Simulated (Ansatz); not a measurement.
This Ansatz (a quantum-chemistry and plane-wave program) input (wB97M-V/6-31G*) gives -81.34655 Eh with 36 basis functions.

Ansatz 0.2 input:
```yaml
crystal:
  periodic: [false, false, false]
  atoms:
    - {symbol: B, position_ang: [-0.66503886, 0.05057511, -0.01894431]}
    - {symbol: N, position_ang: [0.70388039, 0.07004987, 0.02414072]}
    - {symbol: H, position_ang: [-1.37605239, -0.96558513, -0.07461875]}
    - {symbol: H, position_ang: [-1.30721419, 1.10293443, -0.00402462]}
    - {symbol: H, position_ang: [1.08129813, -0.88057398, 0.00437982]}
basis:
  gaussian:
    orbitals: 6-31G*
hamiltonian:
  xc: {name: wB97M-V}
total_charge: -1
magnetization: {spin_polarized: false}
```

Change:
```diff
- orbitals: 6-31G*
+ orbitals: aug-pcseg-2
```

**Question.** What does the run give now?

**Answer.** -81.40876 Eh (wB97M-V/aug-pcseg-2, 161 functions), a change of -62.21 mEh.
